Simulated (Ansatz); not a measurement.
# Abstraction of F: InHF2 + C2HF4O → InHF + C2HF5O

Species: InHF2 `[F][InH][F]`, singlet; C2HF4O `F[C](F)OC(F)F`, doublet; InHF `[F][InH]`, doublet; C2HF5O ((difluoromethoxy)(trifluoro)methane) `FC(F)OC(F)(F)F`, singlet. A radical takes F: the energy is the difference in strength between the In–F bond broken and the C–F bond made.

Shapes, held fixed at every level: PBE0-D4/def2-TZVP. Flexible molecules stand in one conformer, not always the lowest. Programs: Ansatz 0.2.0. Electronic energies: no zero-point or thermal term.

| level | kind | ΔE (kJ/mol) | less CCSD(T)/def2-TZVPP |
| --- | --- | --- | --- |
| HF/def2-TZVPP | Hartree–Fock | -59.0 | +14.5 |
| PBE-D4/def2-TZVPP | GGA | -69.5 | +4.0 |
| B3LYP-D4/def2-TZVPP | global hybrid | -69.3 | +4.2 |
| PBE0-D4/def2-TZVPP | global hybrid | -75.3 | -1.8 |
| B2PLYP/def2-TZVPP | double hybrid | -65.8 | +7.7 |
| CCSD/def2-TZVPP | coupled cluster or CI | -73.5 | 0.0 |
| CCSD(T)/def2-TZVPP | coupled cluster or CI | -73.5 | 0.0 |

The highest level, CCSD(T)/def2-TZVPP, gives ΔE = -73.5 kJ/mol; the levels span -75.3 to -59.0. The column of differences is taken from that level and isn't an error. No measured value is set beside it here. Open shells run unrestricted. For atoms past krypton def2 sets carry core potentials with scalar relativity. Outer-core shells of In are correlated in most correlated rows, in sets that cover them unevenly.
